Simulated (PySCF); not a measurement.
**Bond curve of InC**

Set-up: basis In x2c-SVPall, C x2c-SVPall; spin-free X2C with a Gaussian nucleus; PySCF 2.14. Energies in eV from In + C in their ground configurations at the same level. State: ⁴Σ⁻ (quartet), unpaired electrons σ ↑, π ↑↑.

```json
{"R (Å)": "1.900", "M06-2X": "-2.032", "r²SCAN": "-2.436"}
{"R (Å)": "1.988", "M06-2X": "-2.450", "r²SCAN": "-2.825"}
{"R (Å)": "2.076", "M06-2X": "-2.685", "r²SCAN": "-3.037"}
{"R (Å)": "2.143", "M06-2X": "-2.772", "r²SCAN": "-3.110"}
{"R (Å)": "2.209", "M06-2X": "-2.804", "r²SCAN": "-3.130"}
{"R (Å)": "2.275", "M06-2X": "-2.792", "r²SCAN": "-3.108"}
{"R (Å)": "2.364", "M06-2X": "-2.725", "r²SCAN": "-3.033"}
{"R (Å)": "2.474", "M06-2X": "-2.587", "r²SCAN": "-2.888"}
{"R (Å)": "2.607", "M06-2X": "-2.375", "r²SCAN": "-2.673"}
{"R (Å)": "2.783", "M06-2X": "-2.057", "r²SCAN": "-2.361"}
```

Put a parabola through the three lowest points of the M06-2X curve and estimate Re, k and ωe (reduced mass 10.87 u; 1 eV/Å² = 0.16022 mdyn/Å; ωe = 1302.8·√(k/μ) cm⁻¹).

Through R = 2.143, 2.209, 2.275 Å the second-order coefficient is 5.05 eV/Å², so Re ≈ 2.224 Å, k ≈ 1.62 mdyn/Å and ωe ≈ 503 cm⁻¹. A polynomial fit of higher order to the unrounded M06-2X energies gives Re = 2.221 Å, k = 1.51 mdyn/Å, ωe = 485 cm⁻¹; anharmonicity and rounding make the difference.

The higher-order fit for each curve: M06-2X: Re = 2.221 Å, ωe = 485 cm⁻¹, De = 2.80 eV; r²SCAN: Re = 2.204 Å, ωe = 488 cm⁻¹, De = 3.13 eV.

Spin–orbit coupling is left out, which matters for elements this heavy, above all for dissociation energies. The state was picked by a PBE0 search and need not be the measured ground state.
